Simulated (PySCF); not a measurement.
Excitation energy of Mg by level of theory

Mg [Ne] 3s2 (1S) → Mg [Ne] 3s1 3p1 (3P), as a difference of total energies. Calculation: PySCF 2.14, in ANO-RCC-VTZP; the spin-free X2C one-electron Hamiltonian (Gaussian nucleus). Correlated levels: valence: [Ne] frozen; valence and next inner shell: 1s2 frozen. The calculations carry no spin-orbit coupling.

| method | excitation energy (eV) | error (eV) |
| --- | --- | --- |
| UHF | 1.815 | -0.899 |
| LDA | 2.765 | +0.051 |
| PBE | 2.626 | -0.088 |
| PBE0 | 2.539 | -0.175 |
| r2SCAN | 2.394 | -0.320 |
| TPSS | 2.583 | -0.131 |
| LC-wPBE | 2.379 | -0.335 |
| M06 | 2.760 | +0.046 |
| PBEsol | 2.590 | -0.124 |
| MP2 (valence) | 2.333 | -0.381 |
| SCS-MP2 (valence) | 2.480 | -0.234 |
| MP2 (valence and next inner shell) | 2.438 | -0.276 |
| SCS-MP2 (valence and next inner shell) | 2.559 | -0.155 |

Reference: 2.714 eV (measured; NIST levels, between the centres of gravity of the two terms).

Errors of the correlated levels include the incompleteness of this basis and the frozen core.

The basis was made for the ground configuration and has no added diffuse functions, so the excitation energy can come out too high.
